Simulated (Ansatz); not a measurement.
Basis-set extrapolation for BClH4O2Si, SMILES `OB(Cl)O[SiH3]` (PBE0-D4/def2-TZVP geometry, frozen core, Ansatz). Multiplicity 1, RHF reference.

```csv
,def2-TZVPP,def2-QZVPP
HF,-925.479250,-925.509880
MP2 correlation,-0.877358,-0.951446
CCSD(T) correlation,-0.951956,not run
```

Energies in hartree. Use E(X) = E(∞) + A·exp(−7.88·√X) for Hartree–Fock and E(X) = E(∞) + B·X^(−2.97) for correlation, with X = 3 and 4, and add CCSD(T) minus MP2 of the smaller set to the MP2 limit.

**Question.** What is the CCSD(T) energy at the basis-set limit?

**Answer.** HF limit: -925.509880 + (-0.030630) × 0.13774 = -925.51410. MP2 limit: -0.951446 + (-0.074088) × 0.74074 = -1.00633. Higher-order term: -0.951956 − (-0.877358) = -0.07460. Total: -926.59503 hartree, 430.1 kJ/mol below CCSD(T)/def2-TZVPP.
